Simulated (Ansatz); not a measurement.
Program: Ansatz. Geometries: PBE0-D4/def2-TZVP. ΔE: electronic, gas phase. CCSD(T)/CBS adds triple-zeta CCSD(T) − MP2 to the extrapolated MP2 energy (def2 sets, frozen cores). Functionals use def2-TZVPP. B3LYP here is the variant with VWN-RPA as its local correlation; programs differ in this.

Reaction (isomerisation): `[CH2]1O[SiH2][SiH2][AlH]1` → `[AlH2][CH]1O[SiH2][SiH2]1`

```
             level  ΔE (kJ/mol)  difference from CCSD(T)/CBS
            PBE-D4         84.1                          8.3
         r2SCAN-D4         81.8                          6.0
           ωB97X-V         75.9                          0.1
           ωB97M-V         70.1                         -5.7
               PBE         84.0                          8.2
              PBE0         85.7                          9.9
             B3LYP         76.1                          0.3
     HF/def2-TZVPP         74.1                         -1.7
    MP2/def2-TZVPP         69.1                         -6.7
   CCSD/def2-TZVPP         76.6                          0.8
CCSD(T)/def2-TZVPP         75.9                          0.1
     HF/def2-QZVPP         73.3                         -2.5
SCS-MP2/def2-QZVPP         67.2                         -8.6
      HF/CBS(def2)         73.2                         -2.6
     MP2/CBS(def2)         68.9                         -6.9
    CCSD/CBS(def2)         76.4                          0.6
       CCSD(T)/CBS         75.8                            0
```

Largest T1 diagnostic among the species: 0.014.

CCSD(T)/CBS has its own doubt, a few kJ/mol and more with outer-core shells, so smaller differences from it don't rank the levels.
